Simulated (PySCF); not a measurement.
# Computed properties of C2H4I, SMILES C[CH]I

C₂H₄I, SMILES I[CH]C (connectivity only; charge and spin as stated), charge +1, multiplicity 1. Geometry: PBE0-D3(BJ)/def2-SVP. The multiplicity is an assumed one; other spin states were not compared. The isomer is the one that the SMILES or the coordinates give; other isomers of the formula were not compared. The def2 effective core potentials stand for the cores of I; spin–orbit coupling is left out. The values are those of a single conformer. All values are computed for the isolated molecule unless a solvent is named; none is compared with measurement here.

**Structure.** The optimised structure has Cs symmetry. All 15 harmonic modes at PBE0-D3(BJ)/def2-SVP (PySCF) are real, so it is a minimum. With heavy atoms numbered as in [CH3:1][CH:2][I:3], the shortest bond between them is C1–C2 at 1.441 Å and the longest C2–I3 at 1.979 Å.

**Vibrations.** The strongest infrared lines (harmonic, unscaled, degenerate partners summed) lie at 1263 cm⁻¹ (188 km/mol, H 80 %, C 20 %), 2981 cm⁻¹ (163 km/mol, H 96 %), 966 cm⁻¹ (147 km/mol, H 70 %, C 30 %). The softest mode is at 154 cm⁻¹ and the zero-point energy is 32.5 kcal/mol.

**Electronic structure.** B3LYP/def2-TZVPD (PySCF) places the frontier levels at -13.39 and -9.62 eV, a gap of 3.77 eV and a mean polarisability of 54.3 bohr³.

**Excitations.** TDDFT-CAM-B3LYP/def2-SVPD (PySCF) has S1 at 2.67 eV (464 nm, f = 0.000, dark); the most intense of the 10 singlets computed lies at 4.65 eV (f = 0.20). T1 (TDA) is at 2.37 eV.
